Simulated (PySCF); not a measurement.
**Orbital picture of ZrC**

LDA at R = 1.781 Å; PySCF, scalar-relativistic core potentials, basis sets Zr def2-TZVPP with ECP28, C def2-TZVPP. State: ³Σ⁺ (triplet), unpaired electrons σ ↑↑. Only the outer orbitals are listed, counted within each symmetry, core potentials removing the inner ones.

| spin | orbital | occ. | ε (eV) | on Zr (%) | main shells (%) |
| --- | --- | --- | --- | --- | --- |
| α | 1π | 1 | -32.06 | 100 | 100 Zr p |
| α | 1π | 1 | -32.06 | 100 | 100 Zr p |
| α | 3σ | 1 | -31.94 | 95 | 95 Zr p |
| α | 4σ | 1 | -11.76 | 16 | 85 C s, 10 Zr d |
| α | 5σ | 1 | -5.51 | 43 | 50 C p, 37 Zr d |
| α | 2π | 1 | -5.49 | 50 | 49 C p, 49 Zr d |
| α | 2π | 1 | -5.49 | 50 | 49 C p, 49 Zr d |
| α | 6σ | 1 | -4.45 | 97 | 79 Zr s, 10 Zr d |
| α | 1δ | 0 | -3.57 | 100 | 100 Zr d |
| α | 1δ | 0 | -3.57 | 100 | 100 Zr d |
| α | 3π | 0 | -2.17 | 88 | 68 Zr p, 20 Zr d, 12 C p |
| β | 1π | 1 | -31.76 | 100 | 100 Zr p |
| β | 1π | 1 | -31.76 | 100 | 100 Zr p |
| β | 3σ | 1 | -31.40 | 95 | 95 Zr p |
| β | 4σ | 1 | -10.94 | 16 | 84 C s, 11 Zr d |
| β | 2π | 1 | -5.06 | 51 | 49 C p, 48 Zr d |
| β | 2π | 1 | -5.06 | 51 | 49 C p, 48 Zr d |
| β | 5σ | 0 | -4.17 | 52 | 43 Zr d, 38 C p, 9 C s |
| β | 6σ | 0 | -3.55 | 91 | 75 Zr s, 11 Zr p |
| β | 1δ | 0 | -2.94 | 100 | 100 Zr d |

Which are the highest filled and the lowest empty level, where do they sit, and how wide is the gap?

Highest filled α 6σ at -4.45 eV (in %: 79 Zr s, 10 Zr d); lowest empty β 5σ at -4.17 eV (in %: 43 Zr d, 38 C p, 9 C s); the gap at LDA is 0.28 eV.

| Item | Value |
| --- | --- |
| bond order (Mayer) | 2.81 |
| ⟨S²⟩ | 2.003 |
| charge on Zr (Mulliken, basis-dependent) | 0.43 |
| charge on Zr (Löwdin, basis-dependent) | 0.17 |
| dipole moment (positive dipole means Zr(−)C(+)) | -3.80 D |
| polarisability along the bond | 94.1 bohr³ |
| polarisability across the bond | 96.3 bohr³ |

Spin–orbit coupling is left out. The state is the lowest single determinant that the PBE0 search found; with open d or f shells the true ground state can be another one.
